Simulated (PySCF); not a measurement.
# Bond lengths and vibrations by method: AlBH2NO anion

All numbers below are calculated, not measured. They come from PySCF 2.14.0, an open-source quantum chemistry program, on an isolated molecule that a program drew, which may never have been made. The molecule is AlBH2NO anion (charge -1, singlet), drawn as the SMILES string `B=[N][AlH][O-]`.

The geometry was optimised and harmonic frequencies were computed with HF and MP2, all in the aug-cc-pV(D+d)Z basis, for the commonest isotopes, with a restricted reference for singlets and an unrestricted one otherwise, and a frozen core in MP2. Each result is a local minimum of its method.

Geometry at the HF minimum:
```xyz
6
AlBH2NO anion, angstrom
B    -2.8773    1.0727   -2.3413
N    -2.3432    0.1661   -1.6918
Al   -1.5351   -1.2039   -0.7459
O    -0.8932   -2.5557   -1.3596
H    -3.3858    1.9363   -2.9553
H    -1.5964   -0.7852    0.8159
```

Lengths of the bonds as drawn, in Å (atoms numbered as above):
```
  bond     HF    MP2
 B1-N2  1.237  1.273
N2-Al3  1.851  1.884
Al3-O4  1.617  1.669
 B1-H5  1.175  1.183
Al3-H6  1.618  1.615
```

Rotational constants, in GHz:
```
constant,HF,MP2
A,30.68,29.28
B,3.148,3.008
C,2.855,2.728
```

Harmonic frequencies in cm^-1, each column in rising order, so a row needn't be the same motion in every method:
| rank | HF | MP2 |
|---|---|---|
| 1 | 125 | 118 |
| 2 | 151 | 141 |
| 3 | 337 | 298 |
| 4 | 550 | 491 |
| 5 | 560 | 511 |
| 6 | 771 | 691 |
| 7 | 810 | 709 |
| 8 | 822 | 715 |
| 9 | 1057 | ? |
| 10 | 1802 | 1764 |
| 11 | 1969 | 1797 |
| 12 | 2921 | 2838 |

**Estimate the missing MP2 frequency from the HF column.**

A single factor s that minimises the squared misfit of MP2 against s times HF over the other rows is sum(HF x MP2) / sum(HF^2) = 0.9479, with an rms misfit of 46 cm^-1. For rank 9 it gives 0.9479 x 1057 = 1002 cm^-1. The calculation gives 926 cm^-1, 76 cm^-1 below the estimate. The drawn bonds are on average 1.7 % longer in MP2 than in HF.
